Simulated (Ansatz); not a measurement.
Match the barriers

Saddle point of GaHCl$_{2}$, singlet (GaCl + HCl → GaCl + HCl; bonds formed: Ga1–Cl4, Cl2–H3; bonds broken: Ga1–Cl2, H3–Cl4), PBE0-D4/def2-TZVP structure:

Ga1  (1.482, -0.388, -0.497)
Cl2  (-0.917, -0.057, -1.286)
H3  (-0.690, 0.180, 0.231)
Cl4  (0.124, 0.264, 1.552)
(Å)

Ansatz 0.2.0; basis: def2-TZVPP, with def2-QZVPP for the basis limit; cores frozen in the correlated methods. Filled d shells of the heavier atoms are correlated. The def2 sets are not built for correlating such inner shells, so the correlated values are less sure here. B3LYP uses VWN-RPA correlation. Extrapolation: Hartree–Fock as exp(−7.88 √X), correlation as X^−2.97. Four methods, as single points on the PBE0-D4 structures, gave these electronic barriers from the start structure: 4.23, 5.95, 8.39, 16.62 kcal/mol.

(1) The methods were, in alphabetical order, B3LYP-D4, BLYP-D4, CCSD(T), HF. Which gave which? (A judgement: the text doesn't fix the answer.)

No T1 diagnostic of these runs exceeds 0.012.

Answers

(1) The calculation gives: BLYP-D4 4.23; B3LYP-D4 5.95; CCSD(T) 8.39; HF 16.62 kcal/mol. For comparison, CCSD(T) at an estimated basis limit (MP2 extrapolated from triple and quadruple zeta, plus CCSD(T) − MP2 in triple zeta) gives 7.51 kcal/mol.

For scale, one of the runs: CCSD(T)/def2-TZVPP, 146 basis functions, launched by `ansatz run in.yaml --threads 2 --pin off --events-out ev --progress --plain --max-ram 4352MiB`. Time: 9.5 s of wall clock on 2 CPU threads of an Intel Xeon 6975P-C; the host was shared. Peak host memory: 0.88 GiB.
